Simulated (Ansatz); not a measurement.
The same path of Cl3FH2OW + FH (10 atoms, charge 0, multiplicity 1) was run twice with different band settings. Lost on the way: F9–H10. Made: W1–F9, O2–H10.

The calculation used RHF/def2-SVP in Ansatz 0.2.0.

Relaxed end points:

```xyz
10
Properties=species:S:1:pos:R:3
W -0.113 0.049 -0.221
O 0.202 0.050 1.608
H 0.120 -0.729 2.154
Cl 1.961 -0.387 -1.046
Cl 0.157 2.284 -0.707
F -1.898 0.370 -0.513
Cl -0.701 -2.220 0.471
H -0.406 -1.036 -1.410
F 1.577 2.237 2.803
H 1.068 1.536 2.544
```

```xyz
10
Properties=species:S:1:pos:R:3
W 0.113 0.433 -0.009
O 0.481 -0.211 2.150
H -0.089 -0.846 2.569
Cl 2.280 -0.406 -0.270
Cl -0.470 1.939 -1.651
F -1.509 0.866 0.810
Cl -0.800 -1.744 0.022
H 0.243 -0.238 -1.482
F 1.024 1.865 0.794
H 0.694 0.495 2.751
```

Common settings: movable images 5; climbing image yes; spring 5.0 eV/Å²; optimiser quadratic models (default); start path through a guess of the saddle point; iteration limit 60; end points relaxed.

| run | force threshold |
| --- | --- |
| 1 | 0.05 eV/Å |
| 2 | 0.2 eV/Å |

Problem. What does each run give, and how far can it be trusted?

Solution. Run 1: converged after 42 iterations, highest image 0.449 eV above the first end. Beside the main top the profile has a ripple of under 15 meV (maxima at images 1, 3), which may be a very shallow well or noise. A structure lower than the last end lies on the path between it and the top, so the climb from that side starts below the end, which may itself be a saddle point or a shallow side well. A vibrational analysis at the climbing image gives one clearly imaginary mode, 1328i cm⁻¹: a first-order saddle point.
Run 2: converged after 13 iterations, highest image 0.925 eV above the first end. The threshold of 0.2 eV/Å is loose, so the images may lie well off the minimum-energy path. The order of the stationary point at the top wasn't checked. Another band between the same ends, with other settings, climbed to 0.449 eV only, so this may not be the lowest route.
The orbitals stay closed-shell, which can raise the energy where a bond breaks towards radicals; this wasn't checked here.
